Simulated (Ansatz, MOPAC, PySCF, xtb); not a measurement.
Isomers of Cl2H4Si2: 1 is [SiH3][SiH](Cl)Cl, 2 is Cl[SiH2][SiH2]Cl; one conformer of each (the lowest of an xTB search), B3LYP-D3(BJ)/def2-TZVP minima.
Isomer 1 (charge 0, multiplicity 1):
| atom | x (Å) | y (Å) | z (Å) |
|---|---|---|---|
| Si | -1.2363 | -0.0200 | -0.0709 |
| Si | 1.0853 | -0.0243 | 0.2093 |
| Cl | 1.8169 | 1.8655 | -0.1915 |
| Cl | 1.9221 | -1.3724 | -1.1135 |
| H | -1.7645 | -1.3758 | 0.2068 |
| H | -1.5392 | 0.3665 | -1.4667 |
| H | -1.8401 | 0.9536 | 0.8682 |
| H | 1.5559 | -0.3931 | 1.5582 |
Isomer 2 (charge 0, multiplicity 1, Z-matrix in Å and degrees):
```
Si
H 1 1.4784
H 1 1.4784 2 109.68
Cl 1 2.0766 2 108.35 3 -118.09
Si 1 2.3404 2 111.39 3 123.81
H 5 1.4784 1 111.40 2 57.25
H 5 1.4784 6 109.68 1 -123.81
Cl 5 2.0766 6 108.34 7 -118.09
```

```
level                                  electronic energy of isomer 2 less that of isomer 1 (kcal/mol)  minus CCSD(T)/CBS(cc-pV(T+d)Z, cc-pV(Q+d)Z)    cost
-------------------------------------  --------------------------------------------------------------  -------------------------------------------  ------
PM3                                                                                              2.41                                         0.42       -
GFN2-xTB                                                                                        -3.06                                        -5.05       -
BLYP-D4/def2-TZVPP                                                                               2.43                                         0.45      ×1
revPBE-D4/def2-TZVPP                                                                             2.63                                         0.64      ×1
B3LYP/LANL2DZ                                                                                    0.68                                        -1.30       -
B3LYP/def2-TZVPP                                                                                 1.66                                        -0.32      ×2
PBE0-D3(BJ)/def2-TZVPP                                                                           2.17                                         0.19      ×2
BHLYP-D3(BJ)/def2-TZVPP                                                                          1.70                                        -0.28      ×2
B2PLYP/def2-TZVPP                                                                                1.89                                        -0.09      ×2
MP2/cc-pV(T+d)Z                                                                                  2.23                                         0.25       -
SCS-MP2/cc-pV(T+d)Z                                                                              1.82                                        -0.16       -
SCS-MP2/cc-pV(Q+d)Z                                                                              1.76                                        -0.23       -
CCSD/cc-pV(D+d)Z                                                                                 2.00                                         0.02       -
CCSD(T)/CBS(cc-pV(T+d)Z, cc-pV(Q+d)Z)                                                            1.98                                         0.00  ×2000*
```

 The comparison column counts from a level with limits of its own.

The rows run from -3.06 (GFN2-xTB) to 2.63 kcal/mol (revPBE-D4/def2-TZVPP).

No zero-point or thermal terms.

Frozen-core correlation. CBS: X⁻³ extrapolation of the correlation energy, Hartree–Fock from the larger set. Rows in LANL2DZ carry no dispersion term and start afresh at each structure. LANL2DZ brings its own core potentials from Na on. The state that PM3 reach isn't checked.

Programs: Ansatz (Gaussian orbitals); MOPAC for PM3 (differences of heats of formation); PySCF for LANL2DZ rows, the dispersion terms; xtb for the GFN methods. Values without a source in brackets are computed.

Costs are rough ratios of core time to PBE/def2-TZVPP (about 6 s over the structures, on one shared machine); a dash marks a level with no comparable run of its own. A star marks coupled-cluster runs past 200 virtual orbitals, where the program's memory plan changes under this machine's limit, so their costs aren't comparable with smaller runs.

Ansatz is an electronic-structure program.
